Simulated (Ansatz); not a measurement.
CH₆OSiZn, SMILES `[SiH3]O[CH2][ZnH]`. The species carries charge 0 and has multiplicity 1.

Cartesian coordinates in Å:
```
Si -1.288 1.230 0.030
O 0.124 0.486 -0.365
C 0.436 -0.792 0.207
Zn 2.191 -1.334 -0.495
H -1.321 2.514 -0.712
H -1.360 1.481 1.498
H -2.456 0.385 -0.349
H -0.343 -1.522 -0.051
H 0.447 -0.723 1.304
H 3.569 -1.725 -1.067
```

Question: What are the harmonic wavenumbers in cm⁻¹ at PBE0-D4/def2-TZVP (Ansatz, finite differences of forces, unscaled)? (Best estimate.)

Answer: Ansatz gave: 44, 110, 144, 181, 421, 456, 581, 679, 720, 724, 811, 938, 953, 975, 1090, 1244, 1250, 1467, 1900, 2200, 2205, 2249, 2992, 3035.

Question: Is this a minimum?

Answer: Yes, all 24 modes are real.

Question: Give the ideal-gas thermochemistry at 298.15 K and 1 bar (rigid rotor, harmonic oscillator; point group Cs, symmetry number 1).

Answer: Zero-point energy 163.7 kJ/mol; H(298) − E = 184.4 kJ/mol; entropy 353.0 J/(mol·K), of which translation 169.3, rotation 111.9, vibration 71.7; G(298) − E = 79.2 kJ/mol. Modes under 100 cm⁻¹ are hindered rotations or soft bends, so the harmonic entropy is rough.

Question: And at 400, 500, 600, 800 and 1000 K?

Answer: 
```csv
T (K),H − E (kJ/mol),S (J/mol/K),G − E (kJ/mol)
400,196.0,386.2,41.5
500,209.2,415.5,1.4
600,223.8,442.2,-41.5
800,256.6,489.2,-134.7
1000,292.8,529.5,-236.7
```

Question: Rotational constants (cm⁻¹)?

Answer: 0.8267, 0.03768, 0.03674.
